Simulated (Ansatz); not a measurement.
Stepwise reaction of `[OH][SnH2][OH]` with hydrogen chloride, as a gas-phase model of exchange steps in deposition or etching. ΔE in kJ/mol; ΔG adds harmonic PBE0-D4 terms to CCSD(T)/CBS, at 1 bar.

Isolated molecules relaxed with PBE0-D4/def2-TZVP in Ansatz; ΔE leaves out vibrations. CBS: MP2 limit from def2 TZ/QZ plus the TZ coupled-cluster correction, frozen cores. This one scheme is used for every species. Functionals use def2-TZVPP. B3LYP here is the variant with VWN-RPA as its local correlation; programs differ in this. def2 core potentials past Kr. For Sn outer-core shells are correlated without core-valence functions, which leaves a few kJ/mol of doubt a bond. One conformer a species, not always the lowest.

| step | reaction | PBE-D4 | B3LYP-D4 | ωB97M-V | CCSD(T)/CBS | ΔG(600 K) |
| --- | --- | --- | --- | --- | --- | --- |
| 1 | `[OH][SnH2][OH]` + HCl → `[OH][SnH]([OH])[Cl]` + H₂ | -80.1 | -80.6 | -78.3 | -82.3 | -79.2 |
| 2 | `[OH][SnH]([OH])[Cl]` + HCl → `[OH][Sn]([OH])([Cl])[Cl]` + H₂ | -60.6 | -61.4 | -58.2 | -62.3 | -55.6 |

**Question.** By hand: ΔE of the 2 steps together at CCSD(T)/CBS.

**Answer.** (-82.3) + (-62.3) = -144.6 kJ/mol, or -72.3 kJ/mol a step.

In ΔE each step is higher than the one before. All are downhill at CCSD(T)/CBS. ΔG lies between -79.2 and -55.6 kJ/mol a step. PBE-D4 differs from CCSD(T)/CBS by 1.7 to 2.2 kJ/mol a step. Isolated molecules leave out the surface, adducts and barriers. Largest T1 diagnostic: 0.014.
